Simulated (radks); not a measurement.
Values are calculated unless marked as measured or tabulated.
Radial electron density D(r) = 4 pi r^2 rho(r) of an atom or ion with 65 electrons. Level of theory: non-relativistic Kohn-Sham, PBE, spin-polarised, spherical densities, point nucleus (a radial shooting solver on a logarithmic mesh with Libxc functionals).

| r (bohr) | D(r) (e/bohr) | spin D(r) |
|---|---|---|
| 0.001106 | 3.095 | 0 |
| 0.001267 | 3.973 | 0 |
| 0.001463 | 5.157 | 0 |
| 0.001676 | 6.573 | 0 |
| 0.001921 | 8.341 | 0 |
| 0.002218 | 10.68 | 0 |
| 0.002541 | 13.41 | 0 |
| 0.002911 | 16.72 | 0 |
| 0.003336 | 20.70 | 0 |
| 0.003852 | 25.72 | 0 |
| 0.004413 | 31.25 | 0 |
| 0.005056 | 37.55 | -1.37e-07 |
| 0.005839 | 44.98 | -2.56e-07 |
| 0.00669 | 52.56 | -4.48e-07 |
| 0.007665 | 60.41 | -7.70e-07 |
| 0.008852 | 68.61 | -0.00000135 |
| 0.01014 | 75.71 | -0.00000227 |
| 0.01162 | 81.65 | -0.00000381 |
| 0.01342 | 86.08 | -0.00000664 |
| 0.01537 | 88.09 | -0.0000113 |
| 0.01761 | 87.91 | -0.0000193 |
| 0.02034 | 85.75 | -0.0000343 |
| 0.0233 | 82.80 | -0.0000593 |
| 0.0267 | 80.41 | -0.000102 |
| 0.03083 | 80.23 | -0.000179 |
| 0.03533 | 83.66 | -0.000293 |
| 0.04047 | 90.94 | -0.000453 |
| 0.04674 | 101.7 | -0.000640 |
| 0.05355 | 112.1 | -0.000690 |
| 0.06135 | 119.3 | -0.000210 |
| 0.07029 | 120.7 | 0.00178 |
| 0.08118 | 115.2 | 0.00795 |
| 0.093 | 106.1 | 0.0222 |
| 0.1066 | 98.16 | 0.0527 |
| 0.1231 | 95.97 | 0.118 |
| 0.141 | 100.6 | 0.232 |
| 0.1615 | 107.2 | 0.426 |
| 0.1865 | 108.4 | 0.754 |
| 0.2137 | 98.88 | 1.21 |
| 0.2448 | 80.96 | 1.81 |
| 0.2828 | 61.99 | 2.58 |
| 0.324 | 52.85 | 3.36 |
| 0.3712 | 54.18 | 4.05 |
| 0.4286 | 60.42 | 4.53 |
| 0.4911 | 62.22 | 4.62 |
| 0.5626 | 55.95 | 4.35 |
| 0.6498 | 43.10 | 3.76 |
| 0.7444 | 30.54 | 3.04 |
| 0.8529 | 21.38 | 2.30 |
| 0.985 | 15.92 | 1.58 |
| 1.128 | 13.04 | 1.01 |
| 1.293 | 10.60 | 0.574 |
| 1.481 | 7.869 | 0.277 |
| 1.711 | 4.930 | 0.0975 |
| 1.96 | 2.674 | 0.0221 |
| 2.245 | 1.210 | -0.00186 |
| 2.593 | 0.4214 | -0.00468 |
| 2.971 | 0.1234 | -0.00247 |
| 3.404 | 0.02784 | -0.000813 |
| 3.931 | 0.004162 | -0.000164 |
| 4.504 | 0.0004897 | -0.0000243 |

What is the nuclear charge?

Answer. Z = 69. The innermost maximum, from 1s, lies near 1/Z = 0.0145 bohr (found: 0.0163), and its height grows with Z. The density is that of the thulium ion Tm4+ in [Xe] 4f11; the configuration itself is not fixed sharply by these data, and Z only to a few units. D(r) has 4 maxima, at r = 0.0163, 0.0675, 0.176, 0.476 bohr, and minima at 0.0289, 0.119, 0.340 bohr, inside which lie 1.95, 11.43, 29.90 electrons.
